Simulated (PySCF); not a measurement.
**Substituent effects on chemical shifts**

Parent skeleton `[BH:1]1[O:2][CH2:3][CH2:4][O:5]1`; one hydrogen on atom 1 is replaced by X. Hydrogens on one atom are averaged.

Theory: shielding tensors at PBE0/pcSseg-1 (GIAO), PBE0-D3(BJ)/def2-SVP structure, in PySCF (one conformer, non-relativistic Hamiltonian, gas phase, averaged over atoms made equivalent by symmetry, fast rotation or ring inversion).

References, each an isolated molecule treated in the same way: BF3·OEt2 for $^{11}$B (σ = 100.73 ppm); $^{17}$O (σ = 334.56 ppm) against H2O; TMS for $^{13}$C (σ = 184.41 ppm) and $^{1}$H (σ = 31.27 ppm).

Parent (X = H): B1 27.9, O2/O5 137.6, C3/C4 67.1, H(C3)/H(C4) 4.13 ppm. Effects are Δδ = δ(X) − δ(H), positive for deshielding.

Problem. Give Δδ (ppm) for X = C(S)CH3, B(OH)2, OH, N-pyrrolyl.

Solution. 
```csv
X,SMILES,B1,O2/O5,C3/C4,H(C3)/H(C4)
C(S)CH3,CC(=S)B1OCCO1,-9.6,-10.2,+1.3,+0.14
B(OH)2,OB(O)B1OCCO1,+1.6,+10.3,+0.7,+0.00
OH,OB1OCCO1,-4.5,-51.2,+0.1,+0.01
N-pyrrolyl,c1ccn(B2OCCO2)c1,-4.0,-38.0,+1.2,+0.20
```

Problem. Which position responds most, and to which substituents?

Solution. O2/O5: from -51.2 ppm with OH to +10.3 ppm with B(OH)2.

Experimental scales use liquid or dissolved standards, which lie at an offset from isolated H2O (liquid H2O: subtract about 36 ppm).
